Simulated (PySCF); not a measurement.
C₄H₅BO. Atoms are numbered in the order given.

```xyz
11

C      0.0000     0.0000     2.8969
C      0.0000     0.0000     1.6726
B      0.0000     0.0000     0.1682
C      0.0000     1.0619    -1.0015
O      0.0000     0.0000    -1.9836
C      0.0000    -1.0619    -1.0015
H      0.0000     0.0000     3.9728
H     -0.8919     1.7155    -1.0860
H      0.8919     1.7155    -1.0860
H      0.8919    -1.7155    -1.0860
H     -0.8919    -1.7155    -1.0860
```

Geometry: r2SCAN-D4/def2-SVP. This is a generated structure with no PubChem entry under its InChIKey; it may be hypothetical.

Method: PBE/pcSseg-1 run with PySCF.

GIAO shieldings, no solvent; atoms alike by connectivity are averaged. δ = σ(ref) − σ: ¹³C against TMS (σ = 182.0 ppm); ¹¹B against BF3 (σ = 83.9 ppm); ¹⁷O against H2O (σ = 334.3 ppm); ¹H against TMS (σ = 31.49 ppm), references at their B3LYP-D3(BJ)/def2-TZVP geometries, non-relativistic.

```tsv
atoms	nucleus	count	δ (ppm)
C1	¹³C	1	137.6
C2	¹³C	1	94.8
C4, C6	¹³C	2	[?]
B3	¹¹B	1	76.8
O5	¹⁷O	1	[?]
H7	¹H	1	5.56
H8, H9, H10, H11	¹H	4	[?]
```

**Question.** What belongs in the gaps? (Estimate from the structure and the level; the computed values follow.)

**Answer.** 
- O5, δ (ppm): 31.3
- H8, H9, H10, H11, δ (ppm): 5.15
- C4, C6, δ (ppm): 88.4
